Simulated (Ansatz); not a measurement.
Input for Ansatz (development build ahead of 0.2.0):

```yaml
crystal:
  periodic: [false, false, false]
  atoms:
    - { symbol: Ga, position_ang: [0.0, 0.0, 0.0] }
    - { symbol: "N", position_ang: [0.0, 0.0, 5.7] }
basis:
  gaussian: { orbitals: def2-SVP }
magnetization:
  spin_polarized: true
hamiltonian:
  xc: hf
output:
  forces: true
```

The input is written out in the form of the current development build from the run's settings.

Results

```json
{
 "Converged": "yes",
 "Total energy": "-1977.24773 hartree",
 "Spin squared of the determinant": "2.018",
 "Stability test": "minimum"
}
```

Forces (eV/Å):
```csv
atom,Fx,Fy,Fz
Ga1,0.000,0.000,0.003
N2,0.000,0.000,-0.003
```

Caution: another spin multiplicity may lie lower; the unrestricted determinant is a mixture of spin states.
